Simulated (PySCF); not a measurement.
A ladder for the electron affinity of I

I⁻ [Xe] (1S) → I [Kr] 4d10 5s2 5p5 (2P). Scalar values calculated with PySCF 2.14 in aug-cc-pwCVTZ-DK3 (spin-free X2C; valence: [Kr] 4d10 frozen; valence and next inner shell: [Ar] 3d10 frozen). The spin-orbit shift comes from two-component X2C-1e calculations (generalised Hartree-Fock, GHF, and MP2 on its spinors, GMP2) in x2c-TZVPall-2c with one added diffuse shell each of s, p, d, f type: GMP2 gives 3.269 eV without and 2.974 eV with screened spin-orbit coupling, a shift of -0.295 eV (GHF: -0.296 eV). Sums use unrounded values; where a UHF row is shifted, it takes the GHF shift.

| method | scalar (eV) |
| --- | --- |
| UHF | 2.293 |
| LDA | 3.512 |
| PBE | 3.248 |
| PBE0 | 3.237 |
| r2SCAN | 3.263 |
| CAM-B3LYP | 3.277 |
| M06-2X | 3.058 |
| wB97M-V | 3.176 |
| MP2 (valence) | 3.196 |
| SCS-MP2 (valence) | 3.130 |
| MP2 (valence and next inner shell) | 3.287 |
| SCS-MP2 (valence and next inner shell) | 3.190 |
| CCSD (valence) | 3.080 |
| CCSD(T) (valence) | 3.150 |

Task: Form a composite estimate from CCSD(T) (valence) and the spin-orbit shift, and compare it with the reference, 3.059 eV (measured; photodetachment measurements, as compiled on the Wikipedia data page of electron affinities).

Result: 3.150 + (-0.295) = 2.855 eV, an error of -0.204 eV.

The errors of the correlated levels include the incompleteness of the basis and the frozen core, so a lower level can come closer by cancellation.
